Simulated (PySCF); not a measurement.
dimethyl carbonate cation (C3H6O3), SMILES COC(=O)OC (connectivity only; charge and spin as stated), charge +1, multiplicity 2. Atoms are numbered in the order given.

```xyz
12

C      2.4384     0.0000    -0.0351
O      1.0930     0.0000    -0.6486
C      0.0000     0.0000     0.0059
O      0.0000     0.0000     1.2863
O     -1.0930     0.0000    -0.6486
C     -2.4384     0.0000    -0.0351
H      2.5530     0.9114     0.5651
H      3.1155     0.0000    -0.8940
H      2.5530    -0.9114     0.5651
H     -3.1155     0.0000    -0.8940
H     -2.5530    -0.9114     0.5651
H     -2.5530     0.9114     0.5651
```
Charge +1, spin multiplicity 2.

Coordinates come from a B3LYP-D3(BJ)/def2-SVP optimisation. The spin state was assumed, not searched.

Two levels are set side by side: PBE/pcH-1 (PySCF) and PBE0/pcH-1 (PySCF). Contact hyperfine couplings, same geometry. Differences are taken from unrounded values.

| quantity | PBE0 | PBE | PBE minus PBE0 |
|---|---|---|---|
| A(iso) of 13C, atom C1 (MHz) | 5.8 | 6.4 | 0.7 |
| A(iso) of 17O, atom O2 (MHz) | 11.7 | -3.0 | -14.7 |
| A(iso) of 13C, atom C3 (MHz) | -49.2 | -38.8 | 10.3 |
| A(iso) of 17O, atom O4 (MHz) | -42.3 | -21.2 | 21.2 |
| A(iso) of 17O, atom O5 (MHz) | 11.7 | -3.0 | -14.7 |
| A(iso) of 13C, atom C6 (MHz) | 5.8 | 6.4 | 0.7 |
| A(iso) of 1H, atom H7 (MHz) | -1.1 | 1.6 | 2.7 |
| A(iso) of 1H, atom H8 (MHz) | -1.1 | 6.0 | 7.1 |
| A(iso) of 1H, atom H9 (MHz) | -1.1 | 1.6 | 2.7 |
| A(iso) of 1H, atom H10 (MHz) | -1.1 | 6.0 | 7.1 |
| A(iso) of 1H, atom H11 (MHz) | -1.1 | 1.6 | 2.7 |
| A(iso) of 1H, atom H12 (MHz) | -1.1 | 1.6 | 2.7 |
